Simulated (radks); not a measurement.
Polarisability of the oxygen ion O+, [He] 2s2 2p3, at imaginary frequency. All-electron calculation, scalar-relativistic Kohn-Sham, exchange-only LDA, spin-polarised, spherical densities, finite nucleus; open shells are filled with parallel spins first; Fermi nuclear charge, rms radius 2.6991 fm. Program: a radial shooting solver on a logarithmic mesh with Libxc functionals. Response by self-consistent Sternheimer equations with the Hartree and adiabatic exchange-only LDA kernel, the relativistic mass of each level held fixed and spin-orbit coupling left out.

w (hartree)  alpha1(iw) (bohr^3)
0.00266                    2.780
0.0143                     2.779
0.0360                     2.774
0.0697                     2.757
0.118                      2.716
0.186                      2.629
0.280                      2.470
0.413                      2.217
0.605                      1.866
0.892                      1.442
1.35                      0.9946
2.12                      0.5848
3.59                      0.2742
6.94                     0.09179
17.5                     0.01747

Static values: alpha1 = 2.780 bohr^3 (0.4119 angstrom^3; uncoupled 3.507). C6 = 5.532, triple-dipole C9 = 10.79 atomic units. One-pole (London) frequency 4 C6 / (3 alpha1^2) = 0.955 hartree, against 0.931 for minus the highest occupied eigenvalue.
